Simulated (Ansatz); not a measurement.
```xyz
8

B     0.0437   -0.0163   -0.8525
N    -0.0422   -0.0105    0.7465
H     0.0703   -1.1321   -1.1765
H    -1.0660    0.5124   -1.2997
H     0.9280    0.5298   -1.2033
H     0.0952    0.9392    1.1090
H    -0.9179   -0.5339    1.0645
H     0.8304   -0.4332    1.0306
```

Basis set: cc-pVDZ (spherical functions). Frozen core: 2 orbitals. Charge 0, multiplicity 1.

Computed with Ansatz (development build ahead of 0.2.0); each method stands on the lowest determinant of its kind that the runs found. Restricted open shells among the atoms or ions are ROHF, correlated in semicanonical orbitals with singles.

Q: Give the atomization energy at this shape (free ground-state atoms in the same class of orbitals less the molecule, no zero-point energy) of singlet BNH₆ by RHF-MP2, RHF.

A:

```json
{"method": "RHF-MP2", "atomization energy": "23.87 eV"}
{"method": "RHF", "atomization energy": "18.77 eV"}
```

Caution: the shape is not the minimum.
